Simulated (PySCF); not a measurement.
**Bond length, frequency and bond energy of BeSi by level of theory**

State: ³Σ⁻ (triplet), unpaired electrons π ↑↑. Set-up: basis Be aug-cc-pVDZ, Si aug-cc-pV(D+d)Z; no relativity; PySCF 2.14. De refers to Be + Si in their high-spin ground configurations, without counterpoise correction. The functionals are run spin-unrestricted. A positive dipole means Be(−)Si(+). Levels whose curve was spin-contaminated or gave no clean fit are not listed.

```json
{"Level": "ROHF", "Re (Å)": "2.159", "ωe (cm⁻¹)": "456", "De (eV)": "0.477", "μ (D)": "-3.08", "CPU s a point (SCF and correlation, without the integrals)": "0.2"}
{"Level": "ROHF-MP2", "Re (Å)": "2.135", "ωe (cm⁻¹)": "621", "De (eV)": "1.25", "μ (D)": "n/a", "CPU s a point (SCF and correlation, without the integrals)": "0.36"}
{"Level": "ROHF-SCS-MP2", "Re (Å)": "2.149", "ωe (cm⁻¹)": "583", "De (eV)": "1.04", "μ (D)": "n/a", "CPU s a point (SCF and correlation, without the integrals)": "n/a"}
{"Level": "ROHF-CCSD", "Re (Å)": "2.173", "ωe (cm⁻¹)": "519", "De (eV)": "0.93", "μ (D)": "n/a", "CPU s a point (SCF and correlation, without the integrals)": "n/a"}
{"Level": "ROHF-CCSD(T)", "Re (Å)": "2.161", "ωe (cm⁻¹)": "553", "De (eV)": "1.12", "μ (D)": "n/a", "CPU s a point (SCF and correlation, without the integrals)": "5.7"}
{"Level": "PBE", "Re (Å)": "2.124", "ωe (cm⁻¹)": "585", "De (eV)": "1.83", "μ (D)": "-1.75", "CPU s a point (SCF and correlation, without the integrals)": "1"}
{"Level": "revPBE", "Re (Å)": "2.135", "ωe (cm⁻¹)": "576", "De (eV)": "1.69", "μ (D)": "-1.73", "CPU s a point (SCF and correlation, without the integrals)": "0.74"}
{"Level": "M06", "Re (Å)": "2.111", "ωe (cm⁻¹)": "600", "De (eV)": "1.63", "μ (D)": "-2.31", "CPU s a point (SCF and correlation, without the integrals)": "1.5"}
```

(1) Which functional lies closest to ROHF-CCSD(T) in De, which farthest, and by how much do they differ from it?

(2) What does second-order correlation do here, going from ROHF to ROHF-MP2?

(3) What does all correlation do here, going from ROHF to ROHF-CCSD(T)?

Correlated steps freeze 5 core orbitals. Correlated levels converge slowly with the basis: in double zeta they bind strong bonds too weakly, by up to about 1 eV, and carry superposition errors of some tenths. The CCSD T1 diagnostic is raised, a sign that a single reference may not be enough here. UHF is strongly spin-contaminated for BeSi, so the ROHF reference used there is far from stable. The state is the lowest determinant that a PBE0 search found; another state may lie lower at other levels.

The whole job (state search and all levels along the bond) took about 3.5 min on 1 thread of Oxide Virtual Turin-like (shared host), peak memory 0.81 GiB.

Results:

(1) Closest is M06 (-5.0 pm in Re, +8.5 % in ωe, +0.51 eV in De against ROHF-CCSD(T) in the same basis), farthest PBE (-3.7 pm in Re, +5.8 % in ωe, +0.71 eV in De). CCSD(T) converges more slowly with the basis than the functionals do and binds too weakly in this one, so the order can change at the basis-set limit.

(2) ROHF-MP2 less ROHF: -2.4 pm in Re, +36.2 % in ωe, +0.77 eV in De. Correlation nearly always deepens the well. The bond shortens, as in weak, metallic or heavy-atom bonds, where dispersion and the correlation of outer-core electrons pull the atoms together.

(3) ROHF-CCSD(T) less ROHF: +0.2 pm in Re, +21.3 % in ωe, +0.64 eV in De. Correlation nearly always deepens the well. The bond lengthens, as in strong covalent bonds, where excitations into antibonding orbitals dominate.
